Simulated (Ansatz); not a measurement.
This triplet is an excited state, 0.49 eV above the relaxed singlet at the level frozen-core CCSD(T)/cc-pVTZ // B3LYP-D3(BJ)/def2-TZVP (Ansatz, a quantum-chemistry and plane-wave program).

The numbers are results of B3LYP-D3(BJ)/def2-TZVP run with Ansatz, not measurements. No frequencies were computed at this level.

Ansatz 0.2 input:
```yaml
crystal:
  periodic: [false, false, false]
  atoms:
    - { symbol: B, position_ang: [-0.762412, -0.097695, -0.00853] }
    - { symbol: Ge, position_ang: [1.11992, -0.75472, 0.276756] }
    - { symbol: F, position_ang: [2.112187, 0.73601, -0.112726] }
    - { symbol: H, position_ang: [-1.590125, -0.894114, 0.184477] }
    - { symbol: H, position_ang: [-0.87957, 1.010519, -0.339977] }
basis:
  gaussian: { orbitals: def2-tzvp }
hamiltonian:
  xc: b3lyp
  dispersion: d3bj
relax:
  max_steps: 150
magnetization:
  spin_polarized: true
  initial_magnetization: 2
```

Output:

```
Functional definition: B3LYP
802 factors; their error is unknown
mean field evaluation 1: about -59938.4925 eV, gradient 3.7e1 eV
mean field evaluation 2: about -59917.8619 eV, gradient 8.4e1 eV
mean field evaluation 4: about -59944.9322 eV, gradient 6.8e0 eV
mean field evaluation 8: about -59945.1585 eV, gradient 1.3e-1 eV
mean field evaluation 16: about -59945.3806 eV, gradient 1.4e-4 eV
mean field -59945.38064335 eV, -2202.9521062047 hartree, gradient 3.1e-5 eV, S^2 2.004027; 0 other end points of the search recorded, 0 dependent functions left out
reference -59945.38085567 eV, -2202.9521140073 hartree; 25, 23 occupied and 97, 99 virtual orbitals, 802 factors
relax step   1: F+E_penalty+E_count = -59945.51879753 eV  Δ(F+E_penalty+E_count) = +0.000e0 eV  max|allowed force component| = 1.351e0 eV/Å  Δτ_max = 0.0000 Å  (31 SCF iters, accepted)
these checks for a lower state are left out or cut short: starts, cluster_reference, orbital_swaps, neighbouring_geometries, increment
802 factors; their error is unknown
mean field -59945.47591650 eV, -2202.9556074285 hartree, gradient 2.0e-5 eV, S^2 2.003929; 0 other end points of the search recorded, 0 dependent functions left out
reference -59945.47613054 eV, -2202.9556152942 hartree; 25, 23 occupied and 97, 99 virtual orbitals, 802 factors
relax step   2: F+E_penalty+E_count = -59945.61185985 eV  Δ(F+E_penalty+E_count) = -9.306e-2 eV  max|allowed force component| = 7.657e-1 eV/Å  Δτ_max = 0.1656 Å  (35 SCF iters, accepted)
these checks for a lower state are left out or cut short: starts, cluster_reference, orbital_swaps, neighbouring_geometries, increment
802 factors; their error is unknown
mean field evaluation 32: about -59945.5001 eV, gradient 1.8e-5 eV
mean field -59945.50005685 eV, -2202.9564945699 hartree, gradient 1.8e-5 eV, S^2 2.003940; 0 other end points of the search recorded, 0 dependent functions left out
reference -59945.50027180 eV, -2202.9565024693 hartree; 25, 23 occupied and 97, 99 virtual orbitals, 802 factors
relax step   3: F+E_penalty+E_count = -59945.63616016 eV  Δ(F+E_penalty+E_count) = -2.430e-2 eV  max|allowed force component| = 2.982e-1 eV/Å  Δτ_max = 0.0211 Å  (34 SCF iters, accepted)
these checks for a lower state are left out or cut short: starts, cluster_reference, orbital_swaps, neighbouring_geometries, increment
802 factors; their error is unknown
mean field -59945.50381449 eV, -2202.9566326608 hartree, gradient 1.6e-5 eV, S^2 2.003934; 0 other end points of the search recorded, 0 dependent functions left out
reference -59945.50402970 eV, -2202.9566405694 hartree; 25, 23 occupied and 97, 99 virtual orbitals, 802 factors
relax step   4: F+E_penalty+E_count = -59945.64016713 eV  Δ(F+E_penalty+E_count) = -4.007e-3 eV  max|allowed force component| = 2.300e-2 eV/Å  Δτ_max = 0.0200 Å  (34 SCF iters, accepted)
these checks for a lower state are left out or cut short: starts, cluster_reference, orbital_swaps, neighbouring_geometries, increment
802 factors; their error is unknown
mean field -59945.50382739 eV, -2202.9566331347 hartree, gradient 1.5e-5 eV, S^2 2.003932; 0 other end points of the search recorded, 0 dependent functions left out
reference -59945.50404264 eV, -2202.9566410450 hartree; 25, 23 occupied and 97, 99 virtual orbitals, 802 factors
relax step   5: F+E_penalty+E_count = -59945.64015159 eV  Δ(F+E_penalty+E_count) = +1.554e-5 eV  max|allowed force component| = 2.536e-2 eV/Å  Δτ_max = 0.0059 Å  (35 SCF iters, rejected (line search))
these checks for a lower state are left out or cut short: starts, cluster_reference, orbital_swaps, neighbouring_geometries, increment
802 factors; their error is unknown
mean field -59945.50391353 eV, -2202.9566363002 hartree, gradient 1.9e-5 eV, S^2 2.003930; 0 other end points of the search recorded, 0 dependent functions left out
reference -59945.50412877 eV, -2202.9566442102 hartree; 25, 23 occupied and 97, 99 virtual orbitals, 802 factors
relax step   6: F+E_penalty+E_count = -59945.64022987 eV  Δ(F+E_penalty+E_count) = -6.274e-5 eV  max|allowed force component| = 5.655e-3 eV/Å  Δτ_max = 0.0030 Å  (29 SCF iters, accepted)
802 factors; their error is unknown
mean field evaluation 64: about -59945.5039 eV, gradient 6.1e-3 eV
mean field -59945.50391353 eV, -2202.9566363002 hartree, gradient 2.0e-5 eV, S^2 2.003930; 1 other end points of the search recorded, 0 dependent functions left out
reference -59945.50412877 eV, -2202.9566442102 hartree; 25, 23 occupied and 97, 99 virtual orbitals, 802 factors
Total energy: -59945.64044512 eV, -2202.9616537436 hartree
Atom 0 at    -0.819072    -0.107076    -0.008815 Å, force    -0.005655    -0.001029     0.000396 eV/Å
Atom 1 at     1.132910    -0.649080     0.246020 Å, force     0.004352     0.001670    -0.000089 eV/Å
Atom 2 at     2.242937     0.678301    -0.089034 Å, force     0.000255    -0.001478     0.000238 eV/Å
Atom 3 at    -1.625718    -0.946570     0.198520 Å, force     0.000827     0.001787    -0.000820 eV/Å
Atom 4 at    -0.931057     1.024425    -0.346692 Å, force     0.000221    -0.000950     0.000275 eV/Å
Dipole moment:    -0.132034    -0.329644     0.090233 e Å
```

Cost: about 23 core-seconds (a rough figure).
